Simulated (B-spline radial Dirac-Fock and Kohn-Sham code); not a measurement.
Binding energies of As²²⁺

System: the As²²⁺ ion, [Ne] 3s1; nuclear rms radius 4.0968 fm (A = 75).

The run's input, task.json:

```json
{"items": [{
  "Z": 33,
  "q": 22,
  "cfg": [[1, 0, 2], [2, 0, 2], [2, 1, 6], [3, 0, 1]],
  "A": 75,
  "rrms": 4.0968,
  "do": ["binding"]
}]}
```

Launch: `python xray_run.py task.json out`

Model: Dirac-Fock ΔSCF + Breit + QED. Program: a B-spline atomic structure program. Correlation and solid-state effects are left out. Energies are counted from the vacuum level. Subshells whose hole state is unreliable or did not converge are left out.

All terms are in eV, carry their sign (relaxation lowers the binding energy) and add up to the binding energy; ⟨r⟩ is the mean radius of the orbital in the initial state.

```
  subshell  −ε (Koopmans)  relaxation  Breit  self-energy  vacuum polarisation  binding energy  ⟨r⟩ (bohr)
L2 (2p1/2)         2333.7       -3.86  -2.38         0.11                -0.01          2327.6       0.171
L3 (2p3/2)         2295.5       -3.67  -1.59         0.02                -0.01          2290.3       0.175
   M1 (3s)          956.7       -0.07  -0.32        -0.24                 0.02           956.1       0.494
```

For the deepest level, L2 (2p1/2), the Breit terms make up -0.102 % of the binding energy, QED 0.004 % and orbital relaxation -0.166 %.

Spin-orbit splittings: 2p 37.31 eV.

Going to the tabulated ground configuration of the next ion removes an electron from M1 (3s), computed at 956.1 eV. NIST lists 956.79 ± 0.03 eV as the ionisation energy of this species (semi-empirical), +0.71 eV from the computed value.
